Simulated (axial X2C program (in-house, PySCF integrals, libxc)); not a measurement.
**GaSi⁻: from Re and ωe to a spectrum**

A bond curve at the PBE0 level, 2c, was computed with an in-house all-electron X2C program for linear molecules (integrals from PySCF) (basis Ga dyall-acv3z [10s10p8d5f1g], Si dyall-av3z [9s8p3d2f] (cores contracted in-house)) for the state Ω = 1 (⟨Sz⟩ = 1.00, ⟨Lz⟩ = 0.00 at PBE0). Its fit gives Re = 2.4280 Å, ωe = 318.2 cm⁻¹, ωexe = 1.16 cm⁻¹ and αe = 7.416e-04 cm⁻¹; the masses are 68.9256 and 27.9769 u. Two-component means X2C with spin–orbit coupling and atomic mean-field Coulomb and Gaunt terms.

Problem. Find the reduced mass, Be and the force constant.

Solution. From the PBE0 values: μ = 19.8996 u. Be = 16.8576/(μ Re²) = 0.1437 cm⁻¹. k = 5.8918×10⁻⁷ μ ωe² = 1.19 mdyn/Å.

Problem. Where do the fundamental and the first overtone lie?

Solution. ν(1←0) = ωe − 2ωexe = 315.9 cm⁻¹; ν(2←0) = 2ωe − 6ωexe = 629.4 cm⁻¹.

Problem. Estimate the centrifugal constant by the Kratzer relation.

Solution. D = 4Be³/ωe² = 1.17e-07 cm⁻¹.

Problem. A Morse curve ties αe to the other constants (Pekeris). How well does that hold?

Solution. αe(Morse) = 6Be²/ωe × (√(ωexe/Be) − 1) = 7.169e-04 cm⁻¹; the PBE0 curve gives 7.416e-04 cm⁻¹, a ratio of 0.97.

One determinant describes the state; a PBE0 search over occupations chose it and may have missed a lower one. Density functionals use the spin component along the axis (collinear). Other states lie close and PBE0, whose exact exchange favours high spin, may order them wrongly; the determinant shown need not be the ground state. The nearest other 2c determinant of the search, Ω = 2, lies 0.09 eV up at the distance of the search. With several unpaired electrons one determinant need not be a pure state. Open-shell Ω = 0 determinants with evenly filled partner blocks cannot be reached by this program, so the Ω shown need not be the lowest component. This is the Ω = 1 component of a π² triplet; the 0⁺ component is not one determinant and can lie lowest. The highest occupied level of some functionals is positive through self-interaction error; at Hartree–Fock it is bound.
